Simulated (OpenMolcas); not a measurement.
# Kr5+: from RASSCF to RASPT2

| Property | Result |
| --- | --- |
| Program | OpenMolcas 26.06 |
| Basis | ANO-RCC [9s8p6d4f2g] |
| Scalar Hamiltonian | DKH2, point nucleus |
| Active space | 1 electron in 9 orbitals (RAS2 4p; RAS3 4d 5s, at most 1 electron) |
| State averaging | 2S+1 = 2 odd, 3 roots; 2S+1 = 2 even, 6 roots |
| Spin-orbit coupling | state interaction with AMFI integrals over the reference wave functions, term energies averaged over their components |

Methods on the same reference wave functions:
A. RASSCF
B. SS-RASPT2, IPEA 0.25 Eh, imaginary shift 0.1 Eh (closed shells correlated: 3d 4s)

Energies in cm⁻¹ above 4s² 4p ²P°_1/2, the measured ground level; measured values from Saloman, J. Phys. Chem. Ref. Data 36, 215 (2007).

| Level | A | B | Measured |
| --- | --- | --- | --- |
| 4s² 4p ²P°_1/2 | 0.0 | 0.0 | 0.0 |
| 4s² 4p ²P°_3/2 | 7466 | 7466 | 8110 |
| 4s² 4d ²D_3/2 | 216729 | 208125 | 222122 |
| 4s² 4d ²D_5/2 | 217453 | 208849 | 223040 |
| 4s² 5s ²S_1/2 | 273716 | 274949 | 275380 |

Deviations, from unrounded energies. A percentage is the sum of absolute deviations over the sum of measured energies, with the sign that they share, or ± where signs differ.

```json
{"Against measurement": "mean absolute deviation (cm-1)", "Levels": "4", "A": "3300", "B": "7300"}
{"Against measurement": "fine structure of the ground term (%)", "Levels": "1", "A": "-7.9", "B": "-7.9"}
{"Against measurement": "other configurations (%)", "Levels": "3", "A": "-1.8", "B": "-4.0"}
```

A lies closest to measurement on these levels. The largest miss of A in the table is 4s² 4d ²D_5/2, by -5600 cm-1. The ranking rests on the paired levels alone, and a cruder setting can come out closer through cancelling errors.

The lowest spin-free term lies below A's lowest term by 0.250 hartree in B.

Over all roots computed the reference weight is 0.90 to 0.97 in B; the roots of lowest weight are the least certain, and an intruder state may touch them. ANO sets are built for valence states and can reach diffuse excited orbitals poorly, and with the s shell closed the s pⁿ⁺¹ terms that mix with these levels are absent. With one active electron the reference holds no correlation, so core polarisation is missing (holds for A). With one active electron, CASPT2 adds the correlation within the correlated inactive shells and between them and that electron, and leaves the splitting within a term as the reference gives it (holds for B). Measured partners are found by configuration, term and J. A level has none where our copy of the source lacks it or the pairing is in doubt (some pairs that miss far off the trend of their configuration count as doubtful), and it then counts in no deviation. Levels of configurations outside the active space are missing.

° marks odd parity.
